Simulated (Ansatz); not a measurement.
Geometry optimisation, RKS revPBE-D4/def2-SVP (Ansatz 0.2.0).

Input file:

```yaml
crystal:
  periodic: [false, false, false]
  atoms:
    - { symbol: Si, position_ang: [-0.1852, -0.4442, -0.1022] }
    - { symbol: F, position_ang: [1.153, -0.8173, -1.5433] }
    - { symbol: O, position_ang: [-0.6124, -1.8693, -0.605] }
    - { symbol: H, position_ang: [0.3634, -1.7189, -1.4121] }
    - { symbol: C, position_ang: [0.8721, -0.1877, 1.4426] }
    - { symbol: C, position_ang: [-1.0773, 1.1207, -0.6754] }
    - { symbol: H, position_ang: [1.61, 0.5941, 1.2929] }
    - { symbol: H, position_ang: [1.4001, -1.1005, 1.7007] }
    - { symbol: H, position_ang: [0.2608, 0.0935, 2.2951] }
    - { symbol: H, position_ang: [-1.8501, 0.8757, -1.3978] }
    - { symbol: H, position_ang: [-1.5477, 1.6419, 0.1531] }
    - { symbol: H, position_ang: [-0.3868, 1.812, -1.1486] }
basis:
  gaussian: { orbitals: def2-SVP }
hamiltonian:
  xc: revpbe
  dispersion: d4
relax:
  f_tol: 0.15
  max_steps: 25
  restrain:
    - { distance: [3, 1], at: 2.18, k: 30.0 }
    - { distance: [0, 1], at: 1.68, k: 30.0 }
    - { distance: [3, 2], at: 0.97, k: 30.0 }
```

Command:

```bash
$ ansatz run input.yaml --threads 2 --pin off --max-ram 3072MiB --backend cpu --events-out ev --progress --plain --runs-dir out
```

Q: Where does it end, and by what steps?

A: It converged. The restraints hold the end off the free minimum. After 8 steps the energy has fallen by 2.179 eV (the restraints' own energy left out); H4 moved furthest, 0.78 Å. Joined: O3–H4.

| step | energy less start (eV) | largest force component (eV/Å) | accepted |
| --- | --- | --- | --- |
| 0 | 0.0000 | 2.302 | yes |
| 1 | -0.8280 | 2.901 | yes |
| 2 | -1.6569 | 1.962 | yes |
| 3 | -2.0829 | 0.644 | yes |
| 4 | -2.1417 | 0.456 | yes |
| 5 | -2.1510 | 0.485 | yes |
| 6 | -2.1766 | 0.518 | yes |
| 7 | -2.1331 | 0.878 | no |
| 8 | -2.1789 | 0.492 | yes |

```xyz
12
Properties=species:S:1:pos:R:3
Si 0.090 -0.337 -0.292
F 1.226 -0.566 -1.495
O -0.714 -1.812 -0.449
H -0.196 -2.210 -1.175
C 0.940 -0.156 1.364
C -0.996 1.127 -0.716
H 1.536 0.779 1.413
H 1.613 -1.015 1.565
H 0.182 -0.118 2.175
H -1.571 0.943 -1.646
H -1.720 1.317 0.106
H -0.391 2.048 -0.851
```

Whether the end is a true minimum wasn't checked by a vibrational analysis.

Run time: 20 s on 2 threads of Arm Neoverse V2, with other jobs on the host, peak memory 0.16 GiB.
